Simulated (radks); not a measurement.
All-electron atom: Pm+ in [Xe] 4f5 6s1.

All-electron calculation, scalar-relativistic Kohn-Sham, LDA (Slater exchange, Perdew-Wang correlation), spin-polarised, spherical densities, finite nucleus; open shells are filled with parallel spins first (spin-orbit coupling, left out, can overturn this in heavy ions); Fermi nuclear charge, rms radius 4.962 fm. Program: a radial shooting solver on a logarithmic mesh with Libxc functionals.

Energy parts (hartree):
| part | energy |
|---|---|
| total | -10012.8587 |
| kinetic | 10675.8463 |
| electron-nucleus | -24340.0461 |
| Hartree | 3872.9371 |
| exchange-correlation | -221.5959 |

Orbitals (lengths in bohr, moments of r in powers of bohr):
1s up: occ. 1; eigenvalue (hartree) -1652.944; <r> 0.02320
1s down: occ. 1; eigenvalue (hartree) -1652.943; <r> 0.02320
2s up: occ. 1; eigenvalue (hartree) -268.9596; <r> 0.09903
2s down: occ. 1; eigenvalue (hartree) -268.9576; <r> 0.09903
2p up: occ. 3; eigenvalue (hartree) -240.3482; <r> 0.08713
2p down: occ. 3; eigenvalue (hartree) -240.3468; <r> 0.08713
3s up: occ. 1; eigenvalue (hartree) -58.80742; <r> 0.2609
3s down: occ. 1; eigenvalue (hartree) -58.75215; <r> 0.2608
3p up: occ. 3; eigenvalue (hartree) -49.81976; <r> 0.2591
3p down: occ. 3; eigenvalue (hartree) -49.76499; <r> 0.2589
3d up: occ. 5; eigenvalue (hartree) -37.45744; <r> 0.2364
3d down: occ. 5; eigenvalue (hartree) -37.41440; <r> 0.2362
4s up: occ. 1; eigenvalue (hartree) -11.89213; <r> 0.5934
4s down: occ. 1; eigenvalue (hartree) -11.75645; <r> 0.5933
4p up: occ. 3; eigenvalue (hartree) -8.94101; <r> 0.6284
4p down: occ. 3; eigenvalue (hartree) -8.80538; <r> 0.6283
4d up: occ. 5; eigenvalue (hartree) -4.76995; <r> 0.6889
4d down: occ. 5; eigenvalue (hartree) -4.63534; <r> 0.6894
4f up: occ. 5; eigenvalue (hartree) -0.34605; <r> 1.033
4f down: occ. 0; eigenvalue (hartree) -0.23050; <r> 1.107
5s up: occ. 1; eigenvalue (hartree) -1.79599; <r> 1.433
5s down: occ. 1; eigenvalue (hartree) -1.71417; <r> 1.449
5p up: occ. 3; eigenvalue (hartree) -1.08294; <r> 1.683
5p down: occ. 3; eigenvalue (hartree) -1.01771; <r> 1.707
6s up: occ. 1; eigenvalue (hartree) -0.32698; <r> 3.870
6s down: occ. 0; eigenvalue (hartree) -0.29044; <r> 3.985

The highest occupied level is 6s up at -8.898 eV. Summed over all electrons, <r^2> = 58.72 bohr^2, which gives a Langevin (diamagnetic) susceptibility term of -46.5 x 10^-6 cm^3/mol. The electron density at the nucleus is 5.117e+05 e/bohr^3 (large components only). Spin moment in Bohr magnetons: 6. The spin density at the nucleus is 26.16 e/bohr^3 (1s 0.10, 2s -0.59, 3s -7.52, 4s -0.25, 5s 7.61, 6s 26.81). The density falls to 0.001 e/bohr^3 at r = 4.54 bohr. For comparison, the ionisation energy in NIST's Atomic Spectra Database is 10.94 eV (semi-empirical). In exact Kohn-Sham theory the highest level is minus the ionisation energy, but local and semilocal functionals leave it too shallow, through self-interaction and a potential that decays too fast; potentials with the right tail come closer.
